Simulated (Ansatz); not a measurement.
Geometry optimisation, RKS B3LYP/def2-SVP (Ansatz 0.2.0).

The input (input.yaml):

```yaml
crystal:
  periodic: [false, false, false]
  atoms:
    - { symbol: Ga, position_ang: [-0.6621, 0.2324, -0.0318] }
    - { symbol: H, position_ang: [0.375, 1.6157, -1.0731] }
    - { symbol: C, position_ang: [0.2563, -0.339, 1.6893] }
    - { symbol: Cl, position_ang: [-2.679, 0.4435, -0.5048] }
    - { symbol: H, position_ang: [0.5211, 0.8469, -1.6674] }
    - { symbol: O, position_ang: [0.3708, -0.4121, -1.8562] }
    - { symbol: H, position_ang: [1.3218, -0.1184, 1.6289] }
    - { symbol: H, position_ang: [-0.1747, 0.1808, 2.5456] }
    - { symbol: H, position_ang: [0.1235, -1.4145, 1.8302] }
    - { symbol: H, position_ang: [0.5473, -1.0352, -2.5607] }
basis:
  gaussian: { orbitals: def2-SVP }
hamiltonian:
  xc: b3lyp
relax:
  f_tol: 0.15
  max_steps: 25
  restrain:
    - { distance: [0, 5], at: 1.88, k: 30.0 }
    - { distance: [4, 1], at: 0.62, k: 30.0 }
    - { distance: [0, 1], at: 2.83, k: 30.0 }
    - { distance: [4, 5], at: 2.27, k: 30.0 }
```

Command:

```bash
$ ansatz run input.yaml --threads 2 --pin off --max-ram 3072MiB --backend cpu --events-out ev --progress --plain --runs-dir out
```

Where does it end, and by what steps?

The forces met the threshold. The restraints hold the end off the free minimum. After 12 steps the energy has fallen by 1.434 eV (the restraints' own energy left out); H10 moved furthest, 0.64 Å. Joined: H2–H5 (0.98 → 0.70 Å).

```json
{"step": "0", "energy less start (eV)": "0.0000", "largest force component (eV/Å)": "2.969", "accepted": "yes"}
{"step": "1", "energy less start (eV)": "0.0307", "largest force component (eV/Å)": "2.545", "accepted": "yes"}
{"step": "2", "energy less start (eV)": "-0.1639", "largest force component (eV/Å)": "3.917", "accepted": "yes"}
{"step": "3", "energy less start (eV)": "-0.7265", "largest force component (eV/Å)": "3.819", "accepted": "yes"}
{"step": "4", "energy less start (eV)": "-1.0631", "largest force component (eV/Å)": "1.456", "accepted": "yes"}
{"step": "5", "energy less start (eV)": "-1.1015", "largest force component (eV/Å)": "3.142", "accepted": "yes"}
{"step": "6", "energy less start (eV)": "-1.2212", "largest force component (eV/Å)": "1.770", "accepted": "yes"}
{"step": "7", "energy less start (eV)": "-1.3659", "largest force component (eV/Å)": "1.906", "accepted": "yes"}
{"step": "8", "energy less start (eV)": "-1.3111", "largest force component (eV/Å)": "2.614", "accepted": "no"}
{"step": "9", "energy less start (eV)": "-1.3890", "largest force component (eV/Å)": "2.364", "accepted": "yes"}
{"step": "10", "energy less start (eV)": "-1.4224", "largest force component (eV/Å)": "2.333", "accepted": "yes"}
{"step": "11", "energy less start (eV)": "-1.4884", "largest force component (eV/Å)": "0.912", "accepted": "no"}
{"step": "12", "energy less start (eV)": "-1.4344", "largest force component (eV/Å)": "2.316", "accepted": "yes"}
```

```xyz
10
Properties=species:S:1:pos:R:3
Ga -0.583 -0.331 -0.166
H 0.674 2.004 -1.159
C 0.232 -0.365 1.612
Cl -2.642 0.224 -0.591
H 0.795 1.372 -1.446
O 0.416 -0.865 -1.622
H 1.293 -0.089 1.523
H -0.275 0.330 2.296
H 0.160 -1.388 2.012
H -0.070 -0.893 -2.460
```

Time of the run: 46 s on 2 threads of Intel(R) Xeon(R) Platinum 8375C CPU @ 2.90GHz (Ice Lake), with other jobs on the host, peak memory 0.27 GiB.
